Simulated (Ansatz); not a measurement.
BiF3 (SMILES [F][Bi]([F])[F]) moved off its minimum; all values from Ansatz (a first-principles code), cores frozen in correlated methods. Elements past Kr take the def2 small-core potentials, without spin–orbit coupling.
(charge 0, multiplicity 1)
```xyz
4

Bi     0.01169    -0.02850     0.27786
F     -1.36615    -0.87776    -0.78547
F     -0.20356     1.78138    -0.72866
F      1.58154    -0.65526    -0.68685
```

### Question
Give the forces (eV/Å), the total energy and the dipole at CCSD(T)/def2-TZVPPD.

### Answer

```csv
atom,Fx,Fy,Fz
Bi1,-0.247,2.507,0.975
F2,-0.926,-0.791,-0.898
F3,0.251,-1.270,0.714
F4,0.921,-0.446,-0.790
```
Energy -512.9896 hartree, dipole 4.97 D.
